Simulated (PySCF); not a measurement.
iodine monochloride (ClI), singlet, at a GFN2-xTB geometry (core potentials on I). Base run: SVWN5/def2-SV(P) run with PySCF.

Input for PySCF:
```python
from pyscf import gto, scf, dft

mol = gto.Mole()
mol.atom = '''
    Cl   -0.000000   -0.000000   -1.746255
    I     0.000000    0.000000    0.560119
'''
mol.basis = 'def2-sv(p)'
mol.ecp = {'I': 'def2-sv(p)'}
mol.charge = 0
mol.spin = 0
mol.verbose = 4
mol.build()

mf = dft.RKS(mol)
mf.xc = 'lda,vwn'
mf.kernel()
mf.analyze()
```

The base run was repeated with changes; each row names its change, and settings that it needs were set with it.

```csv
change,ΔE vs base (mEh),SCF cycles,outcome
base,0.000,12,converged
diis_space = 2,0.000,23,converged
diis = off (with mf.max_cycle = 100),-,100,not converged
init_guess = huckel,0.000,9,converged
level_shift = 0.5 (with mf.max_cycle = 100),0.000,19,converged
solver = newton,0.000,-,converged
level_shift = 0.3 (with mf.max_cycle = 100),0.000,12,converged
init_guess = atom,0.000,8,converged
init_guess = 1e,0.000,11,converged
solver = newton; init_guess = 1e,216.9,-,another SCF solution
conv_tol_grad = 1e-3,0.000,12,converged
init_guess = vsap,-,-,input refused
init_guess = mod_huckel,0.000,9,converged
```

A guess, shift, damping, solver or small numerical setting can't move a converged solution much, so rows marked as another SCF solution ended in a different state.

- init_guess = vsap: ended with `AssertionError: ECP or PP not supported`
